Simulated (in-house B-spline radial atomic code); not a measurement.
Values are calculated unless marked as measured or tabulated.
# Extrapolating the RPA correlation energy in partial waves: Mn III (Mn2+)

All-electron RPA on r2SCAN orbitals from an all-electron radial atomic-structure program (B-spline basis), scalar-relativistic (spin-free one-electron X2C), finite nucleus, configuration [Ar] 3d5, highest spin. With empty states up to angular momentum L the sums are:

| L | E_c(L) (hartree) |
| --- | --- |
| 4 | -1.406910 |
| 5 | -1.470021 |
| 6 | -1.499637 |
| 7 | -1.515024 |

For large l each further wave adds A/(l + 1/2)⁴, because the basis must build the cusp where two electrons meet.

Q: Estimate the limit from L = 6 and L = 7.

A: Wave 7 adds -0.015387, against a sum of (l + 1/2)⁻⁴ of 3.16049e-04, so A = -48.685. The sum over l > 7 is ζ(4, 8.5) = 6.4602e-04, close to 1/(3 × 8³) = 6.5104e-04. The tail is -0.031452 and the limit -1.54648 hartree.

Q: How good is the estimate?

A: A run to L = 11 sums to -1.53415 and extrapolates to -1.54138 hartree, 0.47 millihartree from the run before. The estimate differs from that by -5.09 millihartree, while the bare sum at L = 7 misses 26.4 millihartree (1.7 %).
